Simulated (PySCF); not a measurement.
Te(NH2)(OSiH3), SMILES N[Te]O[SiH3] (H5NOSiTe) at its CAM-B3LYP/def2-SVP optimised geometry (Å):

```
9

Te    -1.9932    -1.2330     0.0000
N     -2.4134     0.7127     0.0000
H     -2.1643     1.2330     0.8365
H     -2.2067     1.2324    -0.8481
O      0.0146    -1.2330     0.0000
Si     1.0080    -1.0473    -1.3162
H      0.8145    -2.1379    -2.3160
H      2.4134    -1.0697    -0.8328
H      0.7562     0.2547    -2.0057
```

Level of theory: CAM-B3LYP/def2-TZVP, def2 effective core potentials past Kr (PySCF 2.14.0). The core electrons that the potentials of Te replace are not part of the density. Cells within 0.4 Å of a nucleus heavier than hydrogen are left out (blank, or x).

Map of the electrostatic potential (hartree/e), clipped to [-0.08, 0.12] on the plane z = 0.0 Å:

```
|33333333333333333333333333333|
|33333333333333333333333333333|
|33333333333333333333333333332|
|33333333433333333333333333222|
|33333344444333333333333332222|
|33333344444433333333333222222|
|22333444544433333333332222222|
|22223455554433333333322222222|
|22223578764433333333222222222|
|21113899975433333333222222222|
|11015999995333333333322222222|
|100099xx995332223333322222222|
|100099xx995332223333332222222|
|11017999997532223444332222222|
|22226999999853224554432222222|
|33359999999986656776433222222|
|34599999999999999997544322222|
|4579999xx99999x99997554332222|
|4579999xxx999xxx9997544332222|
|45799999x99999x99976433322222|
|45699999999999996554332222222|
|44579999999974322343322222222|
|44457999999852111233322222222|
|34445679997642212222222222222|
|33444556665432222222222222222|
|33344444444433222222222222222|
|33333444443333222222222222222|
|33333333333333222222222222222|
|33333333333333222222222222222|
```
Scale: ten equal steps from -0.052 (start of '0') to 0.120 (end of '9'), in the order '0123456789'; x runs from -4.50 to 4.50, y from -4.50 (bottom) to 4.50 (top).
